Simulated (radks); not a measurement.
Valence configurations of the magnesium ion Mg+ (all share [Ne]). All-electron calculation, scalar-relativistic Kohn-Sham, PBE, spin-polarised, spherical densities, point nucleus; open shells are filled with parallel spins first. Program: a radial shooting solver on a logarithmic mesh with Libxc functionals. Energies are relative to 3s1; eigenvalues in eV for spin up.

| valence | E (eV) | moment (Bohr magnetons) | e(3p) | e(3s) |
|---|---|---|---|---|
| 3s1 | 0.000 | 1 | - | -11.917 |
| 3s0.5 3p0.5 | 2.210 | 1 | -7.866 | -12.288 |
| 3p1 | 4.417 | 1 | -8.222 | - |

NIST lists [Ne] 3s1 as the ground configuration; this level of theory agrees among the configurations tried. The energies are those of spherical high-spin densities, not of single terms.
